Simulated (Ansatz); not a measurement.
B(H)(Me)(NHMe) (C₂H₈BN), SMILES CBNC. Atoms are numbered in the order given.

```xyz
12

B     -0.5799    -0.0900     0.8425
H     -1.5394    -0.3856     1.5231
C      0.6951     0.6164     1.4627
H      1.6067     0.0098     1.3131
H      0.5937     0.7967     2.5432
H      0.8921     1.5918     0.9819
N     -0.6772    -0.4136    -0.5146
C      0.2940    -0.1892    -1.5665
H     -1.5270    -0.8659    -0.8362
H     -0.1087     0.4559    -2.3679
H      0.6202    -1.1352    -2.0346
H      1.1853     0.3049    -1.1574
```

The structure is a stationary point at B3LYP-D3(BJ)/def2-SVP. This is a generated structure with no PubChem entry under its InChIKey; it may be hypothetical. Other conformers were not sampled.

Two levels are set side by side: PBE-D3(BJ)/def2-SVP (Ansatz, a quantum-chemistry and plane-wave program) and B3LYP-D3(BJ)/def2-SVP (Ansatz). Each level has its own optimised geometry; the coordinates shown are those of the second. Differences are taken from unrounded values.

```json
[
 {"quantity": "mean bond length (Å)", "B3LYP-D3(BJ)": "1.207"},
 {"quantity": "bond B1–C3 (Å)", "B3LYP-D3(BJ)": "1.584"},
 {"quantity": "bond B1–N7 (Å)", "B3LYP-D3(BJ)": "1.399"},
 {"quantity": "bond N7–C8 (Å)", "B3LYP-D3(BJ)": "1.449"},
 {"quantity": "bond B1–H2 (Å)", "B3LYP-D3(BJ)": "1.213"},
 {"quantity": "bond C3–H4 (Å)", "B3LYP-D3(BJ)": "1.105"},
 {"quantity": "bond C3–H5 (Å)", "B3LYP-D3(BJ)": "1.100"},
 {"quantity": "bond C3–H6 (Å)", "B3LYP-D3(BJ)": "1.105"},
 {"quantity": "bond N7–H9 (Å)", "B3LYP-D3(BJ)": "1.015"},
 {"quantity": "bond C8–H10 (Å)", "B3LYP-D3(BJ)": "1.105"},
 {"quantity": "bond C8–H11 (Å)", "B3LYP-D3(BJ)": "1.105"},
 {"quantity": "bond C8–H12 (Å)", "B3LYP-D3(BJ)": "1.098"}
]
```

Task: What does PBE-D3(BJ) give, and how far is it from B3LYP-D3(BJ)? (Estimate from the structure and the level; the computed values follow.)

Result: 
| quantity | PBE-D3(BJ) | PBE-D3(BJ) minus B3LYP-D3(BJ) |
|---|---|---|
| mean bond length (Å) | 1.214 | 0.007 |
| bond B1–C3 (Å) | 1.586 | 0.002 |
| bond B1–N7 (Å) | 1.406 | 0.007 |
| bond N7–C8 (Å) | 1.450 | 0.001 |
| bond B1–H2 (Å) | 1.223 | 0.010 |
| bond C3–H4 (Å) | 1.112 | 0.007 |
| bond C3–H5 (Å) | 1.107 | 0.007 |
| bond C3–H6 (Å) | 1.112 | 0.007 |
| bond N7–H9 (Å) | 1.022 | 0.007 |
| bond C8–H10 (Å) | 1.113 | 0.008 |
| bond C8–H11 (Å) | 1.113 | 0.008 |
| bond C8–H12 (Å) | 1.106 | 0.008 |

GGA bonds tend to be longer and softer than those of functionals with exact exchange. Differences between two approximate levels are no errors against the true value.
